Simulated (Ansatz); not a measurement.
Species: C4H12GeO4, SMILES `C[O][Ge]([O]C)([O]C)[O]C` (charge 0, multiplicity 1), formula C₄H₁₂GeO₄.

### Question
How many basis functions does frozen-core CCSD(T)/cc-pVDZ // r2SCAN-D4/def2-SVP in Ansatz (a first-principles code) use, how many core orbitals are frozen, and how many electrons are correlated?

### Answer
199 basis functions and 17 frozen orbitals, which leaves 66 correlated electrons (filled d shells below the valence shell are correlated). Core time is of the order of minutes.
